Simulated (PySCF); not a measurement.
## Two-component Hartree-Fock for B²⁺ (boron, charge +2)

Start: [He] 2s1; 2s1/2 filled at m_j = +1/2. Calculated with PySCF 2.14 in x2c-QZVPPall-2c: generalised Hartree-Fock with the X2C-1e Hamiltonian and a Gaussian nucleus; one run each with spin-orbit coupling (SO) switched off, then screened by Boettger's factors.

```tsv
spinor shell	electrons	ε, spin-free (eV)	ε, screened SO (eV)	weight of nominal j (screened SO)	rms radius, screened SO (bohr)
1s1/2	2	-239.72	-239.72	1.000	0.377
2s1/2	1	-37.833	-37.833	1.000	1.77
```

| quantity | spin-free | screened SO |
| --- | --- | --- |
| E (hartree) | -23.38263 | -23.38263 |
| M_J | 1/2 | 1/2 |
| ⟨J²⟩ | 0.750 | 0.750 |
| ⟨L²⟩ | 0.000 | 0.000 |
| ⟨S²⟩ | 0.750 | 0.750 |

Each row is a mean over spinors that exchange with the open shell spreads, by up to 1.750 eV (1s1/2).

Without spin-orbit coupling the j labels of p, d and f shells carry no meaning; the spin-free column gives the mean over the occupied spinors of each nl shell.
